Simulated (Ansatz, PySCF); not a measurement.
This Ansatz (a program for electronic structure) input computes a CAM-B3LYP/def2-TZVPD energy:

Ansatz 0.2 input:
```yaml
crystal:
  periodic: [false, false, false]
  atoms:
    - {symbol: C, position_ang: [-1.94808577, 0.30992349, 0.25039090]}
    - {symbol: C, position_ang: [-1.60833114, -1.01390783, 0.29982029]}
    - {symbol: O, position_ang: [-0.28205442, -1.19551479, 0.12719660]}
    - {symbol: C, position_ang: [0.28839434, 0.05583041, -0.04452519]}
    - {symbol: C, position_ang: [-0.72164795, 0.96129621, 0.03069121]}
    - {symbol: C, position_ang: [1.72299767, 0.11043983, -0.24965494]}
    - {symbol: O, position_ang: [2.34567803, 1.13485397, -0.41206110]}
    - {symbol: H, position_ang: [-2.93176031, 0.73223706, 0.35733477]}
    - {symbol: H, position_ang: [-2.19178052, -1.90678239, 0.44708210]}
    - {symbol: H, position_ang: [2.21458903, -0.88166084, -0.24583456]}
basis:
  gaussian:
    orbitals: def2-TZVPD
hamiltonian:
  xc: {name: CAM-B3LYP}
magnetization: {spin_polarized: true, initial_magnetization: 1}
output: {forces: true}
```

Task: Write an input for the same energy in PySCF and say what it gives.

Result: 
```python
from pyscf import gto, scf, dft

mol = gto.M(
    atom='''
    C    -1.94808577    0.30992349    0.25039090
    C    -1.60833114   -1.01390783    0.29982029
    O    -0.28205442   -1.19551479    0.12719660
    C     0.28839434    0.05583041   -0.04452519
    C    -0.72164795    0.96129621    0.03069121
    C     1.72299767    0.11043983   -0.24965494
    O     2.34567803    1.13485397   -0.41206110
    H    -2.93176031    0.73223706    0.35733477
    H    -2.19178052   -1.90678239    0.44708210
    H     2.21458903   -0.88166084   -0.24583456
    ''',
    basis='def2-tzvpd',
    charge=0,
    spin=1,
    verbose=4,
)

mf = dft.UKS(mol, xc='camb3lyp').density_fit(auxbasis='def2-universal-jkfit')
mf.grids.level = 3
mf.conv_tol = 1e-9
mf.max_cycle = 100
mf.max_memory = 1500
mf.kernel()
if not mf.converged:
    mf = mf.newton()
    mf.kernel(mf.make_rdm1())
for _ in range(2):
    mo, _, stable, _ = mf.stability(return_status=True)
    if stable:
        break
    mf.kernel(mf.make_rdm1(mo, mf.mo_occ))
mf.analyze()
```
It gives -342.63143 Eh, and Ansatz -342.63138 Eh, a difference of 0.05 mEh, from the treatment of integrals and grids.

It need not be the lowest isomer of its formula.
